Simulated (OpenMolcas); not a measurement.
An atom or ion with 23 electrons was computed by SS-RASPT2, IPEA 0.25 Eh, imaginary shift 0.1 Eh with spin-orbit coupling (OpenMolcas, ANO-RCC-VTZP, DKH2). The lowest levels that the run gave, each within 12 % of the measured value where one is at hand:

```
   J  Parity  E (cm⁻¹)      g
 5/2    even       0.0  2.002
 5/2    even     33050  0.572
 7/2    even     33080  0.985
11/2    even     33100  1.273
 9/2    even     33110  1.172
 5/2    even     36300  1.584
 3/2    even     36390  1.705
 1/2    even     36510  2.621
 7/2    even     39440  1.429
 1/2    even     39550  0.047
 3/2    even     39630  1.228
 5/2    even     39650  1.386
```

Question: Which ion is it, and what are the configurations and terms?

Answer: Fe3+ (Z = 26, charge +3; active space 5 electrons in 9 orbitals (RAS2 3d 4s; RAS3 4p, at most 2 electrons)). J, parity and g give the terms where levels are pure, and mixed ones are named by the computed weights; the size of the splittings, set against known spectra of the 23-electron sequence, gives the charge. In order, with the measured energies in cm⁻¹ (Corliss and Sugar, J. Phys. Chem. Ref. Data 11, 135 (1982)): 3d⁵ ⁶S_5/2, 3d⁵ ⁴G_5/2, 3d⁵ ⁴G_7/2, 3d⁵ ⁴G_11/2 (32246), 3d⁵ ⁴G_9/2, 3d⁵ ⁴P_5/2 (35254), 3d⁵ ⁴P_3/2 (35333), 3d⁵ ⁴P_1/2 (35407), 3d⁵ ⁴D_7/2 (38779), 3d⁵ ⁴D_1/2 (38897), 3d⁵ ⁴D_3/2, 3d⁵ ⁴D_5/2.

CASPT2 breaks the degeneracy within a term, and the mean is taken; among the terms shown or strongly mixed into the levels shown the widest spread is 57 cm-1 (3d⁵ ⁴G). Over all roots computed the reference weight is 0.90 to 0.96; the roots of lowest weight are the least certain, and an intruder state may touch them. Some high roots are left out of the spin-orbit mixing, which shifts the levels that they would mix with. Terms from blocks run as CI alone lack orbitals of their own. Measured partners are found by configuration, term and J. A level has none where our copy of the source lacks it or the pairing is in doubt (some pairs that miss far off the trend of their configuration count as doubtful), and it then counts in no deviation. Only configurations of the active space appear.
